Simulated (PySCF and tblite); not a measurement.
C₆H₉NOSi, numbered as in [N:1]#[C:2][C@@H:3]1[CH2:4][C@H:5]([SiH3:6])[CH2:7][C:8]1=[O:9].

Geometries GFN2-xTB; weights from PBE0-D3(BJ)/pcSseg-1 energies and GFN2-xTB thermal corrections, with symmetry numbers and mirror pairs. Conformers within 2.5 kcal/mol (GFN2-xTB free energy) were kept, 6 at most. GIAO shieldings: PBE0/pcSseg-1. Shifts are against TMS (¹H), TMS (¹³C), TMS (²⁹Si), NH3 (¹⁵N) at the same level; of two unlike H on one atom, a is the less shielded. Run with PySCF (density fitting) and tblite.

Question: What shifts does this protocol give at 298.15 K under fast conformational exchange?

Answer: ¹H: 3.94 (H6, 3H), 2.84 (H3, 1H), 2.68 (H4a, 1H), 2.45 (H7a, 1H), 2.13 (H7b, 1H), 1.99 (H4b, 1H), 1.28 (H5, 1H) ppm. ¹³C: 214.2 (C8), 122.1 (C2), 45.3 (C7), 38.0 (C4), 37.9 (C3), 19.8 (C5) ppm. ²⁹Si: -62.8 (Si6) ppm. ¹⁵N: 301.5 (N1) ppm.

Question: How do the conformers differ?

Answer: The 5-ring runs over atoms 3–4–5–7–8.
```csv
conformer,shape,weight %
1,"5-ring envelope (ring torsions 38, -36, 19, 4, -26°)",97.9
2,"5-ring envelope (ring torsions -36, 33, -18, -5, 26°)",2.1
```

| signal | 1 | 2 | average |
| --- | --- | --- | --- |
| H3 | 2.84 | 3.02 | 2.84 |
| H4a | 2.68 | 2.58 | 2.68 |
| H4b | 1.98 | 2.45 | 1.99 |
| H5 | 1.26 | 1.89 | 1.28 |
| H6 | 3.93 | 4.11 | 3.94 |
| H7a | 2.45 | 2.59 | 2.45 |
| H7b | 2.12 | 2.40 | 2.13 |
| C2 | 122.1 | 124.1 | 122.1 |
| C3 | 38.0 | 36.5 | 37.9 |
| C4 | 38.0 | 36.7 | 38.0 |
| C5 | 19.8 | 19.2 | 19.8 |
| C7 | 45.3 | 44.6 | 45.3 |
| C8 | 214.2 | 214.4 | 214.2 |
| Si6 | -62.8 | -61.0 | -62.8 |
| N1 | 301.4 | 305.1 | 301.5 |

Unscaled ²⁹Si and ¹⁵N shifts at such levels can be off by tens of ppm; differences between conformers or isomers are more reliable. Shifts are unscaled: against experiment ¹³C can be off by 15 ppm or more and ¹H by 0.8 ppm.


¹⁵N shifts are against a computed isolated NH3 molecule, about 20 ppm from the liquid.